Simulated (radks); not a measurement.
Ionisation ladder of phosphorus, from P to P14+. Each ion is in the ground configuration listed by NIST, and IE = E(next ion) - E(this ion), with E = 0 for the bare nucleus. All-electron calculation, scalar-relativistic Kohn-Sham, PBE, spin-unpolarised, spherical densities, point nucleus. Program: a radial shooting solver on a logarithmic mesh with Libxc functionals.

\begin{tabular}{lrrrrrr}
species & configuration & E (hartree) & IE, Delta-SCF (eV) & IE, NIST (eV) & kind & error (eV) \\ \hline
P & [Ne] 3s2 3p3 & -341.90216 & 9.730 & 10.487 & exp. & -0.757 \\
P+ & [Ne] 3s2 3p2 & -341.54461 & 19.147 & 19.769 & semi-emp. & -0.622 \\
P2+ & [Ne] 3s2 3p1 & -340.84097 & 29.739 & 30.203 & exp. & -0.463 \\
P3+ & [Ne] 3s2 & -339.74808 & 52.006 & 51.444 & exp. & +0.562 \\
P4+ & [Ne] 3s1 & -337.83690 & 65.060 & 65.025 & exp. & +0.035 \\
P5+ & [Ne] & -335.44600 & 221.85 & 220.43 & semi-emp. & +1.4 \\
P6+ & [He] 2s2 2p5 & -327.29318 & 267.71 & 263.6 & semi-emp. & +4.1 \\
P7+ & [He] 2s2 2p4 & -317.45501 & 316.37 & 309.6 & semi-emp. & +6.8 \\
P8+ & [He] 2s2 2p3 & -305.82868 & 367.67 & 372.3 & semi-emp. & -4.6 \\
P9+ & [He] 2s2 2p2 & -292.31700 & 421.43 & 424.4 & semi-emp. & -3.0 \\
P10+ & [He] 2s2 2p1 & -276.82983 & 477.37 & 479.44 & semi-emp. & -2.1 \\
P11+ & [He] 2s2 & -259.28687 & 561.62 & 560.6 & semi-emp. & +1.0 \\
P12+ & [He] 2s1 & -238.64781 & 609.69 & 611.74 & theory & -2.0 \\
P13+ & [He] & -216.24204 & 2837.1 & 2816.9 & theory & +20.2 \\
P14+ & 1s1 & -111.97939 & 3047.1 & 3069.8 & theory & -22.7 \\
\end{tabular}

Reference values: NIST Atomic Spectra Database (exp. = measured, semi-emp. = semi-empirical, theory = theoretical value adopted there). The ionisation energy per charge of the ion left behind rises most, in proportion, at P13+ ([He]), from 46.899 to 202.65 eV. Against the entries that are not theoretical the mean signed error is -0.7 % and the largest -7.2 %. Spin polarisation and multiplet splitting are left out, so open shells lie too high by an amount that depends on their filling.

Beside tabulated values, note that spin-unpolarised runs miss the spin-polarisation part of the exchange energy of open shells.
